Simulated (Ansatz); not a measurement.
Consider the formal exchange of groups at a B–H bond: `BBC` + `Fc1ccsc1` → `CBBF` + `c1ccsc1`.

Gas-phase electronic energies from Ansatz, PBE0-D4/def2-TZVP geometries. CCSD(T)/CBS is the MP2 limit (def2-TZVPP, def2-QZVPP) plus CCSD(T) − MP2 in def2-TZVPP, frozen cores. This one scheme is used for every species. DFT in def2-TZVPP. Each species was taken in one conformer, which may not be the lowest.

| level | ΔE (kcal/mol) |
| --- | --- |
| revPBE | -47.7 |
| MP2/def2-QZVPP | -54.0 |

Question: What does CCSD(T)/CBS give? (An estimate is asked.)

Answer: Computed: -52.0 kcal/mol. The listed levels differ from it by 4.3, -2.0 kcal/mol.

Question: What do rigid-rotor, harmonic-oscillator terms from PBE0-D4/def2-TZVP frequencies (298.15 K, 1 bar) make of the CCSD(T)/CBS value? (Estimate.)

Answer: Computed: ΔZPE = +2.2 kcal/mol, ΔH = -50.0 kcal/mol, ΔS = -6 J/(mol·K), ΔG = -49.6 kcal/mol.

Largest T1 diagnostic among the species: 0.013.

From PBE to PBE0 (25 % exact exchange), in def2-TZVPP and without D4, ΔE moves by −1.0 kcal/mol. At CCSD(T), def2-SVP lies −0.9 kcal/mol from the extrapolated value and def2-TZVPP +0.4 kcal/mol. Leaving LDA and LC-ωPBE aside and taking each functional with its dispersion term where it has one, the values, not all of them listed here, spread over 3.9 kcal/mol, from B2PLYP to revPBE-D4.
